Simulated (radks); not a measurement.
Results of a calculation; reference values are marked as such.
Species: Sn. Configuration: [Kr] 4d10 5s2 5p2 (the NIST ground configuration). Code: a radial shooting solver on a logarithmic mesh with Libxc functionals. Model: Dirac Kohn-Sham, PBE, spin-unpolarised, spherical densities, finite nucleus; open shells are shared between the two j in proportion to 2j + 1; Fermi nuclear charge, rms radius 4.6519 fm.

X-ray form factor f0, the Fourier transform of the density (f0(0) = 50):

sin(theta)/lambda (1/angstrom)  f0 (electrons)
0.05                                    48.935
0.1                                     46.373
0.15                                    43.323
0.2                                     40.301
0.25                                    37.443
0.3                                     34.768
0.4                                     30.004
0.5                                     26.114
0.6                                     23.106
0.8                                     19.077
1                                       16.368
1.25                                    13.492
1.5                                     10.930
2                                        7.377
